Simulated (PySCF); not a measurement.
## Nonlinear optical response: `C=C=CC(F)(F)F`, C₄H₃F₃

Cartesian coordinates in Å; atom numbers follow the order of the lines, from 1:
```xyz
10

C     2.073   -0.257   -0.367
C     0.875    0.217   -0.170
C    -0.327    0.695    0.025
C    -1.520   -0.172    0.283
F    -2.456    0.014   -0.653
F    -2.083    0.131    1.459
F    -1.213   -1.466    0.300
H     2.760   -0.423    0.469
H     2.421   -0.508   -1.375
H    -0.525    1.772    0.011
```

Level of theory: PySCF 2.14.0, quadratic response CAM-B3LYP/def2-TZVPD first hyperpolarisability, Taylor convention, gas phase. Geometry: PBE0-D3(BJ)/def2-SVP.

Question: What is the first hyperpolarisability, and how does it disperse?

Answer: In au, Taylor convention; the vector part is βᵢ = ⅓ Σⱼ (βᵢⱼⱼ + βⱼᵢⱼ + βⱼⱼᵢ); β∥ is 3/5 of the vector part along the dipole, the dipole points from − to +:
| process | λ (nm) | β vector norm | β∥ | β HRS | depolarisation ratio |
| --- | --- | --- | --- | --- | --- |
| static β(0;0,0) | ∞ | 160.1 | -94.9 | 59.3 | 8.24 |
| second harmonic β(−2ω;ω,ω) | 1907 | 165.2 | -97.8 | 61.2 | 8.20 |
| Pockels β(−ω;ω,0) | 1907 | 161.8 | -95.9 | – | – |
| second harmonic β(−2ω;ω,ω) | 1064 | 177.5 | -105.0 | 65.8 | 8.11 |
| Pockels β(−ω;ω,0) | 1064 | 165.6 | -98.1 | – | – |

Question: Which lowest excitations, dipole and polarisabilities go with it?

Answer: S1 5.93 eV (f = 0.000); S2 6.18 eV (f = 0.000); S3 7.36 eV (f = 0.001); dipole 2.71 D; isotropic α 54.8 au static, 55.0 au at 1907 nm, 55.3 au at 1064 nm, 55.5 au at 953.5 nm, 57.0 au at 532 nm.
